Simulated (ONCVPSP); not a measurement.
# Cl: one change to an ONCV potential, before and after

```json
{
 "Element": "Cl",
 "Generator": "ONCVPSP 4.0.1",
 "Type": "optimised norm-conserving Vanderbilt (ONCV)",
 "Functional": "LDA (Perdew-Wang 92)",
 "Relativity": "scalar-relativistic",
 "Frozen core": "[He]",
 "Valence charge": "15",
 "Reference configuration": "2s2 2p6 3s2 3p5",
 "Partial waves": "2s+3s: rc 0.80 bohr, ncon 4, nbas 7, qcut 18.4 1/bohr, 2 projectors; 2p+3p: rc 0.65 bohr, ncon 4, nbas 8, qcut 25.2 1/bohr, 2 projectors",
 "Local potential": "polynomial inside 0.55 bohr (lpopt 5, dvloc0 0 Ha)",
 "Core correction": "polynomial model core, fcfact 0.2"
}
```

All-electron outer shells of the reference configuration (LDA (PZ), scalar-relativistic, ld1.x):

```
shell  level (eV)  outermost node (bohr)  outermost maximum (bohr)
   1s    -2741.96                      –                      0.06
   2s     -251.73                   0.12                      0.36
   2p     -191.63                      –                      0.30
   3s      -20.69                   0.56                      1.27
   3p       -8.70                   0.53                      1.43
```

Change: s: qcut 15.5.

Cutoffs: the cutoffs (Ha) at which the residual kinetic energy of the hardest occupied pseudo-wave falls to 1 and 0.1 mHa per electron; they do not see the model core or the augmentation charge, which bear on the density cutoff. Errors are all-electron minus pseudo energies relative to the spin-unpolarised reference configuration.

Q: How do hardness, ghosts and transferability respond?

A: The potential gets neither clearly harder nor softer (222 Ha and 252 Ha → 222 Ha and 252 Ha); the p channel sets the loose cutoff, while the largest relative change is in s, which becomes softer; the errors of the 4 common tests hardly move; neither file shows a bound ghost.

| quantity | base | changed |
| --- | --- | --- |
| cutoff, loose | 222 Ha | 222 Ha |
| cutoff, tight | 252 Ha | 252 Ha |
| loose cutoff by channel | s 75 Ha, p 222 Ha | s 49 Ha, p 222 Ha |
| bound ghosts | none | none |
| GHOST(+) flags under 300 eV | none | none |
| error for 2s2 2p6 3s2 3p4, meV [ΔE 13.97 eV] | +1.3 | +1.3 |
| error for 2s2 2p6 3s2 3p3, meV [ΔE 39.50 eV] | +4.1 | +4.1 |
| error for 2s2 2p6 3s2 3p2, meV [ΔE 77.89 eV] | +10 | +10 |
| error for 2s2 2p6 3s1 3p5, meV [ΔE 26.57 eV] | -0.2 | -0.3 |
| s: phases at 0.81 bohr within 0.05 rad from the reference energy up to (Ha; the scan ends near 5) | to the end of the scan | to the end of the scan |
| p: phases at 0.66 bohr within 0.05 rad from the reference energy up to (Ha; the scan ends near 5) | to the end of the scan | to the end of the scan |
| rms error of d²Exc/dni dnj with the model core, mHa | 2.21 | 2.22 |
